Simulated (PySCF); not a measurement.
Harmonic spectrum computed at PBE0 in the def2-SVPD basis family (core potentials from Rb on, PySCF, no spin–orbit coupling):

| ω (cm⁻¹) | IR (km/mol, summed over degenerate members) | degeneracy |
| --- | --- | --- |
| 159 | 0.0 | 2 |
| 225 | 137 | 3 |
| 587 | 0.0 | 1 |
| 621 | 390 | 3 |

Question: Which molecule gave it? In each, all ligands are bound to the one heavy central atom.
A. SbF₄⁻ (singlet)
B. AsF₄⁻ (singlet)
C. BF₄⁻ (singlet)
D. GaF₄⁻ (singlet)
E. AlF₄⁻ (singlet)

Answer: D. It has Td symmetry with Ga–F 1.796 Å (×4).
